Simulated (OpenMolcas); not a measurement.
**Ionisation energies of lithium**

| Quantity | Value |
| --- | --- |
| Program | OpenMolcas 26.06 |
| Basis | ANO-L-VTZP [4s3p2d1f] |
| Scalar Hamiltonian | non-relativistic, point nucleus |
| Spin-orbit coupling | RASSI with atomic mean-field integrals over the reference wave functions, term energies averaged over their components |

Active shells in each charge state: the valence s, p shells, with orbitals averaged over the low states. Where CASPT2's correlated closed shells are named, they are those of the first ion.

A. CASSCF
B. SS-CASPT2, IPEA 0.25 Eh, imaginary shift 0.1 Eh (closed shells correlated: 1s)
C. SS-CASPT2, IPEA 0.25 Eh, imaginary shift 0.1 Eh (closed shells correlated: none)
D. SS-CASPT2, IPEA 0 Eh, imaginary shift 0.1 Eh (closed shells correlated: 1s)

Energies in eV between the lowest computed levels, named as in B; reference values from the NIST Atomic Spectra Database with their kind.

| From | To | A | B | C | D | Spin-orbit share in B | Reference |
| --- | --- | --- | --- | --- | --- | --- | --- |
| Li 2s 2S 1/2 | Li+ 1s2 1S0 | 5.340 | 5.355 | 5.340 | 5.356 | +0.000 | 5.392 (measured) |

Error against the reference values, in %:

```
From  Reference     A     B     C     D
  Li   measured  -1.0  -0.7  -1.0  -0.7
```

Absolute error against the one measured value: A 0.05 eV, B 0.04 eV, C 0.05 eV, D 0.04 eV.
